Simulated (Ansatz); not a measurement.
Mulliken charges of `[SiH3]O[B]Br` radical from B3LYP/def2-TZVPP in Ansatz (PBE0-D4/def2-TZVP geometry).

```csv
atom,x (Å),y (Å),z (Å),charge (e)
Si1,0.147,0.893,-0.015,0.406
O2,-0.620,-0.365,0.785,-0.269
B3,-0.697,-1.670,0.627,0.117
Br4,0.183,-2.662,-0.781,-0.115
H5,-0.342,0.947,-1.411,-0.043
H6,-0.221,2.120,0.723,-0.052
H7,1.610,0.669,0.026,-0.044
```

Problem. By hand: the dipole of these point charges (1 e Å = 4.8032 D).

Solution. Σ q r = (0.079, 0.391, -0.032) e Å, of length 0.400 e Å = 1.92 D.

Problem. How does the dipole of the full density compare? (Estimate.)

Solution. Computed: (0.103, 0.392, -0.062) e Å, 1.97 D; the point charges give 0.97 times that, at 5° from its direction.

Point charges leave out the atoms' own dipoles, such as those of lone pairs, and Mulliken's split depends on the basis, so the close match here is no proof of good charges.

B3LYP here is the variant with VWN-RPA as its local correlation; programs differ in this.
